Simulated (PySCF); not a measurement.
Assignment exercise: C5H6ClP3

Bonds (- single, = double, # triple, : aromatic): C1-C2 1.528 Å, C2-C3 1.512 Å, C3:P4 1.742 Å, P4:C5 1.729 Å, C5:P6 1.728 Å, P6:C7 1.740 Å, C7-Cl8 1.750 Å, C7:P9 1.740 Å, P9:C3 1.741 Å. C1 carries H10, H11, H12; C2 carries H13, H14; C5 carries H15.

- shielding tensors at PBE0/pcSseg-1 (GIAO)
- coordinates at the GFN2-xTB level
- program: PySCF 2.14
- averaged over atoms made equivalent by symmetry, fast rotation or ring inversion, non-relativistic, one computed conformer, no solvent

δ = σ(ref) − σ, references computed at the same level: 13C and 1H against TMS.

Problem. Assign these signals to the numbered atoms. 13C{1H} NMR (computed): δ 227.2, 219.8, 192.1, 41.1, 31.9.

Solution. 
| δ (ppm) | atoms | environment | reason |
| --- | --- | --- | --- |
| 227.2 | C3 | substituted aromatic carbon | – |
| 219.8 | C7 | aromatic carbon bearing chlorine | – |
| 192.1 | C5 | aromatic CH | – |
| 41.1 | C2 | sp3 CH2 on an aromatic ring | aliphatic region, no heteroatom directly attached |
| 31.9 | C1 | methyl carbon | saturated and bonded to C and H only |

Problem. Assign these signals to the numbered atoms. 1H NMR (500 MHz, computed): δ 10.90 (m, 1H), 3.63 (m, 2H), 1.40 (t, 3H).

Solution. 
| δ (ppm) | atoms | environment | reason |
| --- | --- | --- | --- |
| 10.90 | H15 | hydrogen on an aromatic CH | it sits in the deshielding region of the aromatic ring current |
| 3.63 | H13/H14 | hydrogen on an sp3 CH2 on an aromatic ring | – |
| 1.40 | H10/H11/H12 | hydrogen on a methyl carbon | – |

Carbons that carry Cl, above all several Cl atoms, come out too deshielded, partly because spin–orbit coupling is missing. Splittings by 31P in the carbon and heteronuclear signals aren't shown, as no couplings were computed. Shifts are as computed. Against solution values, carbons near 30 ppm lie about +3 ppm off and those near 130 ppm about +5 ppm; carbons on Cl a further +6 ppm. Of 1211 compounds with measured shifts, 218 miss one by over three times the rms of a fit or turn the order of signals round; such compounds aren't used in these exercises. No couplings were computed; multiplicities are counted from neighbouring protons, with m where these are inequivalent, close in shift, in a saturated or five-membered ring or joined by F or P, and br s for small geminal =CH2 splittings.
